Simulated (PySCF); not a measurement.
## TaH at UHF-SCS-MP2

Level: UHF-SCS-MP2. basis Ta x2c-TZVPPall, H x2c-TZVPPall; spin-free X2C with a Gaussian nucleus; PySCF 2.14.

| Item | Value |
| --- | --- |
| state | quintet, unpaired electrons σ ↑, π ↑↑, δ ↑ |
| bond length | 3.312 bohr |
| harmonic wavenumber | 1825 cm⁻¹ |
| force constant | 1.97 mdyn/Å |
| rotational constant Be | 5.475 cm⁻¹ |
| anharmonicity ωexe | 28.0 cm⁻¹ |
| vibration–rotation constant αe | 0.130 cm⁻¹ |

Correlated steps freeze 23 core orbitals. Spin–orbit coupling is left out, which matters for elements this heavy, above all for dissociation energies. With d or f electrons several states lie close, and the lowest PBE0 determinant need not be the measured ground state.
